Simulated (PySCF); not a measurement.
# Magnetic susceptibility: `O1[C@@H](C(=O)O)OC=C1F`, C4H3FO4

Geometry:
| atom | x (Å) | y (Å) | z (Å) |
| --- | --- | --- | --- |
| O1 | 2.615 | 0.886 | 0.177 |
| C2 | 1.599 | 0.257 | 0.216 |
| O3 | 1.516 | -1.035 | 0.488 |
| C4 | 0.196 | 0.858 | -0.072 |
| O5 | -0.311 | 0.307 | -1.273 |
| C6 | -1.438 | -0.412 | -0.911 |
| C7 | -1.643 | -0.260 | 0.389 |
| F8 | -2.582 | -0.736 | 1.178 |
| O9 | -0.699 | 0.547 | 0.973 |
| H10 | 2.394 | -1.417 | 0.660 |
| H11 | 0.306 | 1.950 | -0.172 |
| H12 | -1.951 | -0.946 | -1.680 |

Method used: GIAO KT3/pcSseg-1 magnetisability, rotational g tensor and spin-rotation constants, non-relativistic, gas phase (PySCF). Geometry: GFN2-xTB.

Question: What are the magnetisability and the molar susceptibility?

Answer: Isotropic -944 × 10⁻³⁰ J/T², or -56.9 × 10⁻⁶ cm³/mol; principal values -1040, -908, -886 × 10⁻³⁰ J/T², anisotropy 144 × 10⁻³⁰ J/T² (root of half the summed squared differences of the principal values). The susceptibility is in cgs units.

Question: Split it along the inertial axes a, b, c into diamagnetic and paramagnetic parts about the centre of mass, with the quadrupole moment.

Answer: 
| axis | χ (10⁻⁶ cm³/mol) | diamagnetic (10⁻⁶ cm³/mol) | paramagnetic (10⁻⁶ cm³/mol) | summed x² of all electrons (Å²) | quadrupole Θ (D Å) |
| --- | --- | --- | --- | --- | --- |
| a | -55.2 | -395.3 | 340.0 | 207.6 | -5.62 |
| b | -59.8 | -1041.3 | 981.5 | 55.3 | +1.12 |
| c | -55.6 | -1115.5 | 1059.9 | 37.8 | +4.49 |

Anisotropies 2χaa − χbb − χcc = +4.9 and 2χbb − χaa − χcc = -8.9 × 10⁻⁶ cm³/mol. Θ is traceless in Buckingham's convention.

Question: And the rotational g tensor?

Answer: 
```tsv
axis	rotational constant (GHz)	g	nuclear part	electronic part
a	3.7099	-0.0483	0.5443	-0.5927
b	1.1435	-0.0146	0.5127	-0.5273
c	1.0576	-0.0166	0.5100	-0.5266
```
Asymmetric top; isotopes 12C, 19F, 1H, 16O; no vibrational averaging.
